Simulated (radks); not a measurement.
Question: Ta, configuration [Xe] 4f14 5d3 6s1 7s1 (not the ground configuration). Method: Dirac Kohn-Sham, PBE, spin-unpolarised, spherical densities, finite nucleus; open shells fill j = l - 1/2 first; Fermi nuclear charge, rms radius 5.3507 fm; computed with a radial shooting solver on a logarithmic mesh with Libxc functionals. Some entries of the table are withheld. Estimate them.

orbital,occ.,eigenvalue (hartree),<r^2> (bohr^2)
1s1/2,2,-2471.667,0.0004789
2s1/2,2,-424.4981,0.007318
2p1/2,2,-405.7716,(1)
2p3/2,4,-359.0950,(2)
3s1/2,2,-97.33502,0.04786
3p1/2,2,-88.99460,0.04397
3p3/2,4,-78.94604,0.05060
3d3/2,4,-64.83667,0.03932
3d5/2,6,-62.64789,0.04114
4s1/2,2,-19.94119,(3)
4p1/2,2,-16.49960,0.2458
4p3/2,4,-14.18602,0.2818
4d3/2,4,-8.52509,0.3095
4d5/2,6,-8.10004,0.3233
5s1/2,2,-2.79980,1.367
5p1/2,2,(4),1.695
5p3/2,4,(5),2.007
4f5/2,6,-1.06904,0.5121
4f7/2,8,-0.99623,0.5314
6s1/2,1,(6),11.04
5d3/2,3,-0.26666,5.252
5d5/2,0,-0.24373,5.693
7s1/2,1,-0.05290,86.47

Answer: 
(1) 2p1/2 <r^2> (bohr^2): 0.005233
(2) 2p3/2 <r^2> (bohr^2): 0.006436
(3) 4s1/2 <r^2> (bohr^2): 0.2378
(4) 5p1/2 eigenvalue (hartree): -1.80477
(5) 5p3/2 eigenvalue (hartree): -1.48444
(6) 6s1/2 eigenvalue (hartree): -0.30054
